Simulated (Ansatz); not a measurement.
A structure drawn as `CB(C)O[SiH3]`, with this starting geometry:

Cartesian coordinates in Å:
```
C 0.470 0.011 1.654
B -0.341 -0.233 0.386
C -1.666 0.615 0.172
O 0.067 -1.298 -0.630
Si 1.085 -0.526 -1.719
H -0.111 -0.181 2.598
H 0.882 1.047 1.697
H 1.400 -0.690 1.692
H -1.426 1.634 0.070
H -2.162 0.253 -0.806
H -2.381 0.417 0.995
H 0.365 0.507 -2.441
H 2.302 0.014 -1.000
H 1.514 -1.570 -2.669
```

Charge 0, multiplicity 1.

(1) Relax it with Ansatz at PBE-D4/def2-SVP and then PBE0-D4/def2-TZVP. Is the drawn bonding still there?

(2) Give the relaxed structure. (An estimate is asked.)

Atoms count as bonded under 1.1 times the sum of their covalent radii (H–H under 0.85 Å, pairs among N, O and F under 1.55 Å), and a drawn bond as lost past 1.3 times.

Results:

(1) Yes, every drawn bond is still there and no new one forms.

(2) The calculation gave: 
Z-matrix (Å, degrees):
```
C
B 1 1.576
H 1 1.095 2 113.5
H 1 1.092 2 113.1 3 -124.2
H 1 1.098 2 108.4 3 117.9
C 2 1.568 1 122.1 3 145.2
O 2 1.368 1 120.1 3 -35.4
H 6 1.091 2 113.4 1 167.5
H 6 1.094 2 111.7 1 43.5
H 6 1.098 2 108.8 1 -72.5
Si 7 1.649 2 132.7 1 1.3
H 11 1.486 7 110.7 2 -57.9
H 11 1.486 7 110.6 2 63.1
H 11 1.481 7 107.2 2 -177.5
```
All modes are real.
